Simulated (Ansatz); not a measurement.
Species: HgCl (charge 0, doublet). SMILES of the parent species: [Cl][Hg]
Coordinates optimised at B3LYP-D3(BJ)/def2-TZVP (Ansatz, an electronic-structure program):
```xyz
2

Hg     0.0000     0.0000    -0.4308
Cl     0.0000     0.0000     2.0275
```
Charge 0, spin multiplicity 2.

Wanted: size of the dipole moment, in D. Set-up: LANL2DZ with its own core potentials from Na on; open shells spin-unrestricted; def2 sets with scalar-relativistic core potentials past Kr; spin-orbit terms left out; 6-31G* and kin with 6d, 5d where marked. First-principles rows: single points at B3LYP-D3(BJ) geometries (Ansatz). The spin state of an ion or metal species was assumed, not searched.

| level | program | size of the dipole moment (D) |
|---|---|---|
| SVWN5/6-31G* with LANL2DZ past Ar | Ansatz | 3.52 |
| PBE/LANL2DZ | Ansatz | 3.63 |
| PBE/def2-SVP | Ansatz | 2.37 |
| PBE/6-31G* with LANL2DZ past Ar | Ansatz | 3.64 |
| BLYP/6-31G* with LANL2DZ past Ar | Ansatz | 3.50 |
| B3LYP/LANL2DZ | Ansatz | 3.75 |
| B3LYP/def2-SVP | Ansatz | 2.50 |
| B3LYP/6-31G* with LANL2DZ past Ar | Ansatz | 3.73 |
| PBE0/6-31G* with LANL2DZ past Ar | Ansatz | 3.90 |

No value to compare with is used here. The 9 habitual levels span 2.37 (PBE/def2-SVP) to 3.90 D (PBE0/6-31G* with LANL2DZ past Ar).

The levels are drawn from those run, B3LYP/6-31G* more often than the rest, none by its result; runs whose electronic state is in doubt are left out.
